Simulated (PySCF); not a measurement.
# Predicted spectroscopic data

Theory: geometry from GFN2-xTB, couplings computed with B3LYP/pcJ-1 (spin–dipole term left out of most H,H and C,H couplings), shieldings: GIAO PBE0/pcSseg-1, in PySCF (equivalent nuclei averaged, a single conformation, no relativistic terms, no solvent model).

Chemical shifts δ = σref − σ; 1H, 13C against TMS, all at this level. Multiplet labels drop J under 1 Hz and among equivalent protons, and merge close values. Unscaled 3J(H,H) run several per cent high. Splittings of carbon signals by F and P are missing where no couplings were computed. Where no couplings were computed, multiplicities follow the n + 1 count of equivalent neighbours, and m marks all less simple cases (inequivalent or close neighbours, rings, F or P nearby). Shifts are as computed. Against solution values, carbons near 30 ppm lie about +3 ppm off and those near 130 ppm about +5 ppm. Of 1211 compounds with measured shifts, 218 miss one by over three times the rms of a fit or turn the order of signals round; such compounds aren't used in these exercises. OH and NH positions are gas-phase values without hydrogen bonding to other molecules.

**1.** `Cn1ccnc1`, C$_{4}$H$_{6}$N$_{2}$. 1H NMR (400 MHz, computed): δ 7.30 (d, J = 1.6 Hz, 1H), 7.15 (d, J = 1.4 Hz, 1H), 6.86 (t, J = 1.5 Hz, 1H), 3.77 (s, 3H). 13C{1H} NMR (computed): δ 140.3, 137.2, 122.6, 33.6.

**2.** `Cc1cc[nH]n1`, C$_{4}$H$_{6}$N$_{2}$. 1H NMR (400 MHz, computed): δ 9.20 (br s, 1H), 7.37 (d, J = 2.9 Hz, 1H), 6.26 (d, J = 2.9 Hz, 1H), 2.49 (s, 3H). 13C{1H} NMR (computed): δ 152.0 (C), 131.4 (CH), 110.1 (CH), 15.9 (CH3).

**3.** SMILES C=C(C)O[Si@@H]1[SiH2]C[Si@@H]1C#N, C$_{5}$H$_{11}$NOSi$_{3}$. 1H NMR (400 MHz, computed): δ 6.34 (m, 1H), 5.10 (m, 1H), 4.99 (m, 1H), 4.68 (m, 1H), 4.61 (m, 1H), 4.49 (m, 1H), 2.31 (s, 3H), 0.74 (m, 1H), 0.55 (m, 1H). 13C{1H} NMR (computed): δ 160.5 (C), 127.7 (C), 99.9 (CH2), 24.0 (CH3), -8.8 (CH2).

**4.** `C=C(C#CC)C#C[SiH2]C`, C$_{8}$H$_{10}$Si. 1H NMR (400 MHz, computed): δ 6.11 (m, 1H), 6.09 (m, 1H), 4.55 (q, 2H), 2.18 (s, 3H), 0.32 (t, 3H). 13C{1H} NMR (computed): δ 140.3, 119.8, 113.1, 97.1, 96.6, 83.9, 5.6, -4.8.

**5.** `CP(C)CCC(F)(F)F`, C$_{5}$H$_{10}$F$_{3}$P. 1H NMR (400 MHz, computed): δ 2.03 (m, 2H), 1.50 (m, 2H), 1.04 (m, 6H). 13C{1H} NMR (computed): δ 136.2, 35.8, 32.7, 18.0.
